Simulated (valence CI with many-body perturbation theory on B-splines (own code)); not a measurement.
# E1 transitions of Zr25+

Method: relativistic CI+MBPT: five valence electrons over a frozen Dirac-Fock core [Ne], radial functions for each j: 11 s, 11 p, 10 d, 8 f, 5 g, 2 h, with the one-electron correlation potential Σ1, the two-electron term Σ2, the three-electron term Σ3, Breit, model QED; selected CI, second order for the rest, scaled by the run's own slope (own B-spline code, finite nucleus).

No measured levels were compared; by estimate levels of excited configurations hold to 0.05 to 0.15 % of their energy, terms of the ground configuration to about 0.5 %. Among the levels kept, up to 3700 cm⁻¹ of a level comes from second order outside the variational space, and about a tenth of that is noise between levels of different J, which matters for small intervals.

Lines 1 to 50 of 587 in falling wavelength, among levels below 287.87 eV, chosen from the strongest by gf and those to the six lowest levels. Wavelengths and rates use the calculated energies, so an error of 500 cm⁻¹ moves a line at 258.9 Å by 0.13 % and its rate by three times that or more. Electric multipoles are in the length gauge, E1 and E2 with the static RPA response of the core. Weak lines are less certain than strong ones. Lines between different terms over intervals too small for the method are left out, as are lines whose strength nearly cancels. Where a level lies close to another of its J and parity, the split of strength between their lines is uncertain. The highest levels of a list are the least certain.

Names give the largest LS component (configuration and term), which can be under half, so a name can repeat, a term be missing and a line seem to break the LS rules; names also repeat where a configuration has a term twice. Letters in brackets count levels of one name in rising energy.

```csv
λ vac (Å),Upper,Lower,A (s⁻¹),log gf,Branch %
258.9,3s.3p4 4P_3/2 [a],3s2.3p3 2P°_3/2,1.63e+08,-2.18,1.4
221.4,3p4.3d 4F_9/2,3s.3p3.3d 4D°_7/2 [d],1.41e+09,-0.98,3.7
207.2,3s.3p4 4P_5/2,3s2.3p3 2D°_5/2,6.88e+08,-1.58,11.4
194.2,3s.3p3.3d 4G°_11/2,3s2.3p2.3d 2G_9/2,2.19e+09,-0.83,16.6
192.9,3s.3p4 2D_5/2,3s2.3p3 2P°_3/2,1.55e+09,-1.29,16.4
191.6,3s.3p4 4P_5/2,3s2.3p3 2D°_3/2,1.59e+09,-1.28,26.4
191.6,3s.3p4 4P_1/2,3s2.3p3 2P°_1/2,1.55e+09,-1.77,11.6
184.8,3p4.3d 4F_9/2,3s.3p3.3d 4F°_9/2 [c],2.93e+09,-0.82,7.6
183.3,3p4.3d 4F_9/2,3s.3p3.3d 2F°_7/2 [a],2.04e+09,-0.99,5.3
182.1,3s2.3p2.3d 4F_5/2,3s2.3p3 2P°_3/2,2.33e+08,-2.16,2.2
179.2,3s.3p4 4P_3/2 [a],3s2.3p3 2D°_5/2,1.18e+09,-1.64,10.2
176.1,3s2.3p2.3d 2P_3/2 [a],3s2.3p3 2P°_3/2,7.15e+08,-1.88,7.2
173.8,3s2.3p2.3d 2P_1/2 [a],3s2.3p3 2P°_3/2,4.53e+08,-2.39,1.9
167.4,3s.3p4 4P_3/2 [a],3s2.3p3 2D°_3/2,2.09e+08,-2.45,1.8
166.1,3p5 2P°_3/2,3s.3p4 2D_5/2,9.28e+09,-0.81,33.5
162.6,3s.3p4 4P_1/2,3s2.3p3 2D°_3/2,3.01e+08,-2.62,2.3
156.8,3s2.3p2.3d 4F_3/2,3s2.3p3 2P°_1/2,4.81e+08,-2.15,2.7
156.6,3s.3p4 4P_3/2 [b],3s2.3p3 2D°_5/2,4.46e+08,-2.18,7.1
156.3,3p4.3d 4F_9/2,3s.3p3.3d 4G°_11/2,1.02e+10,-0.43,26.5
155.0,3s.3p4 4P_5/2,3s2.3p3 4S°_3/2,3.73e+09,-1.09,62.1
153.4,3s.3p3.3d 4F°_9/2 [a],3s2.3p2.3d 4F_7/2,3.62e+09,-0.89,58.3
152.8,3s2.3p2.3d 4D_3/2,3s2.3p3 2P°_3/2,6.63e+08,-2.03,2.4
152.4,3p4.3d 4D_7/2,3s.3p3.3d 4F°_9/2 [a],1.04e+10,-0.54,35.0
151.7,3p4.3d 4D_5/2,3s.3p3.3d 4F°_7/2 [a],7.71e+09,-0.80,40.9
150.0,3s.3p3.3d 2F°_7/2 [b],3s2.3p2.3d 2D_5/2 [c],5.00e+09,-0.87,7.9
149.4,3p4.3d 4F_9/2,3s.3p3.3d 4F°_9/2 [b],3.96e+09,-0.88,10.2
149.0,3s.3p3.3d 4G°_11/2,3s2.3p2.3d 4F_9/2,1.10e+10,-0.36,83.4
148.6,3s.3p3.3d 4F°_9/2 [b],3s2.3p2.3d 2F_7/2 [a],7.01e+09,-0.63,45.3
147.7,3s.3p2.3d2 6G_7/2,3s.3p3.3d 4F°_9/2 [a],6.02e+09,-0.80,27.4
147.5,3s.3p4 4P_3/2 [b],3s2.3p3 2D°_3/2,5.57e+09,-1.14,88.9
146.7,3s.3p3.3d 2G°_9/2 [a],3s2.3p2.3d 4F_9/2,2.85e+09,-1.04,28.9
146.4,3s2.3p2.3d 4D_5/2,3s2.3p3 2P°_3/2,4.01e+08,-2.11,1.4
146.2,3s.3p2.3d2 6G_5/2,3s.3p3.3d 4F°_7/2 [a],6.48e+09,-0.90,32.7
145.9,3s.3p3.3d 4F°_9/2 [b],3s2.3p2.3d 4F_7/2,7.72e+09,-0.61,49.9
145.8,3s2.3p2.3d 2P_3/2 [a],3s2.3p3 2P°_1/2,6.46e+08,-2.08,6.5
145.3,3s.3p3.3d 2F°_7/2 [c],3s2.3p2.3d 2F_7/2 [c],3.77e+09,-1.02,2.1
144.9,3s.3p4 2D_5/2,3s2.3p3 2D°_5/2,6.39e+09,-0.92,67.6
144.6,3s.3p3.3d 4S°_3/2,3s2.3p2.3d 4P_5/2,6.68e+09,-1.08,5.1
144.6,3s2.3p2.3d 4F_3/2,3s2.3p3 2D°_5/2,1.89e+08,-2.62,1.1
144.4,3p4.3d 4D_3/2,3s.3p3.3d 4F°_5/2 [a],9.40e+09,-0.93,30.4
144.2,3s2.3p2.3d 2P_1/2 [a],3s2.3p3 2P°_1/2,5.40e+09,-1.47,22.4
143.7,3s.3p3.3d 4F°_9/2 [c],3s2.3p2.3d 2G_7/2,2.73e+09,-1.07,8.3
140.2,3s.3p3.3d 2G°_9/2 [a],3s2.3p2.3d 2F_7/2 [a],4.75e+09,-0.85,48.1
139.2,3s.3p3.3d 2G°_9/2 [b],3s2.3p2.3d 2G_9/2,1.03e+10,-0.53,18.6
138.8,3s.3p4 4P_3/2 [a],3s2.3p3 4S°_3/2,1.00e+10,-0.94,86.5
138.7,3p4.3d 4D_7/2,3s.3p3.3d 4D°_7/2 [a],7.18e+09,-0.78,24.2
138.7,3s2.3p2.3d 4F_5/2,3s2.3p3 2D°_5/2,1.84e+09,-1.50,17.1
137.8,3s.3p3.3d 4G°_7/2,3s2.3p2.3d 4F_5/2,1.60e+10,-0.44,63.9
137.3,3s2.3p2.3d 2P_1/2 [b],3s2.3p3 2P°_3/2,1.20e+10,-1.17,40.2
137.1,3s.3p4 2D_5/2,3s2.3p3 2D°_3/2,1.14e+08,-2.72,1.2
```

(1) How does gf follow from A for the line at 147.5 Å?

Answers

(1) gf = 1.4992 × (2J+1)_upper × A / σ², with σ = 677745 cm⁻¹ and 2J+1 = 4: gf = 0.0727.
